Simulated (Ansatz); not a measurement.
Reaction (atomization): trimethyl borate → B• + 3 C• + 9 H• + 3 O•

Calculated with Ansatz (gas phase, PBE0-D4/def2-TZVP geometries, no zero-point term in ΔE). CCSD(T)/CBS is the MP2 limit (def2-TZVPP, def2-QZVPP) plus CCSD(T) − MP2 in def2-TZVPP, frozen cores. This one scheme is used for every species, atoms too. DFT in def2-TZVPP. Open shells (•) are unrestricted, without spin–orbit coupling. Spin–orbit coupling would lower the free atoms: a little for B, C, O. Each species was taken in one conformer, which may not be the lowest.

`COB(OC)OC`:

Cartesian coordinates in Å:
```
C -2.128 0.443 -1.029
O -1.160 0.715 -0.038
B 0.000 0.000 0.000
O 0.227 -0.979 -0.920
C 1.427 -1.722 -0.883
O 0.932 0.265 0.957
C 0.701 1.279 1.912
H -1.724 0.602 -2.032
H -2.486 -0.588 -0.962
H -2.965 1.123 -0.867
H 2.299 -1.074 -1.008
H 1.395 -2.441 -1.702
H 1.532 -2.260 0.063
H 1.567 1.314 2.572
H -0.194 1.069 2.504
H 0.575 2.254 1.433
```

```
             level  ΔE (kcal/mol)  difference from CCSD(T)/CBS
           BLYP-D4         1579.2                          1.4
            B97M-V         1579.7                          1.9
           PBE0-D4         1581.2                          3.4
            revPBE         1546.5                        -31.3
              BLYP         1564.2                        -13.6
           LC-ωPBE         1577.4                         -0.4
       HF/def2-SVP         1184.4                       -393.4
CCSD(T)/def2-TZVPP         1540.4                        -37.4
      HF/CBS(def2)         1165.0                       -412.8
     MP2/CBS(def2)         1609.4                         31.6
       CCSD(T)/CBS         1577.8                            0
```

Largest T1 diagnostic among the species: 0.014.

At CCSD(T), def2-SVP lies −65.7 kcal/mol from the extrapolated value and def2-TZVPP −37.3 kcal/mol: correlation converges slowly with the basis, and small sets miss more of it in the bonded molecule than in its fragments. From r2SCAN to r2SCAN0 (25 % exact exchange), in def2-TZVPP and without D4, ΔE moves by −26.2 kcal/mol: exact exchange takes away binding that semilocal exchange gives to molecules.

For atomizations the MP2-based limit and the directly extrapolated one differ by several kJ/mol either way, and by 10 to 25 for some Ge, Se and Sn compounds, so smaller differences from it don't rank the levels.
